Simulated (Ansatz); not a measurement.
C4H9O2, doublet, at a GFN2-xTB geometry; CASSCF(5,5)/STO-3G run with Ansatz (an electronic-structure program).

Input for Ansatz:
Ansatz 0.2 input:
```yaml
crystal:
  periodic: [false, false, false]
  atoms:
    - {symbol: C, position_ang: [2.56231465, -0.82881140, -0.05659282]}
    - {symbol: O, position_ang: [1.35841015, -0.35279318, -0.59635156]}
    - {symbol: C, position_ang: [0.30582142, -0.28210247, 0.27210022]}
    - {symbol: C, position_ang: [-0.91971711, 0.40517434, -0.20407332]}
    - {symbol: C, position_ang: [-2.15649796, -0.49529208, -0.06307829]}
    - {symbol: O, position_ang: [-1.08476380, 1.59546461, 0.56444793]}
    - {symbol: H, position_ang: [2.45631417, -1.85984953, 0.30014911]}
    - {symbol: H, position_ang: [2.89854947, -0.20124146, 0.77610504]}
    - {symbol: H, position_ang: [3.29867764, -0.79683110, -0.85804248]}
    - {symbol: H, position_ang: [0.49765384, -0.36940910, 1.32860431]}
    - {symbol: H, position_ang: [-0.77593137, 0.66252645, -1.26499206]}
    - {symbol: H, position_ang: [-3.04475628, 0.01620668, -0.43121632]}
    - {symbol: H, position_ang: [-2.30449580, -0.75162761, 0.98316226]}
    - {symbol: H, position_ang: [-2.01702470, -1.40786369, -0.63494169]}
    - {symbol: H, position_ang: [-1.94968384, 1.97290749, 0.36626604]}
basis:
  gaussian:
    orbitals: STO-3G
hamiltonian:
  xc: hf
correlation: {active_space: {window: {electrons: 5, orbitals: 5}}}
magnetization: {spin_polarized: false, initial_magnetization: 1}
```

It wrote (shortened):

```
Functional definition: HF
558 factors; integrals over basis functions are off by at most 4.8e-5 eV
mean field evaluation 1: about -8227.8271 eV, gradient 2.7e1 eV
mean field evaluation 2: about -8228.2376 eV, gradient 2.7e1 eV
mean field evaluation 4: about -8231.0140 eV, gradient 2.3e0 eV
mean field evaluation 8: about -8231.0390 eV, gradient 6.5e-4 eV
mean field -8231.03900722 eV, -302.4851043166 hartree, gradient 3.8e-6 eV, S^2 0.750000; 0 other end points of the search recorded, 0 dependent functions left out
reference -8231.03900722 eV, -302.4851043166 hartree; 25, 24 occupied and 14, 15 virtual orbitals, 558 factors
state -8232.08271945 eV, -302.5234600336 hartree
the orbitals are reached from a further start. From the first start the search ends at -8232.06612139 eV, -302.5228500664 hartree
Total energy: -8232.08271945 eV, -302.5234600336 hartree
```
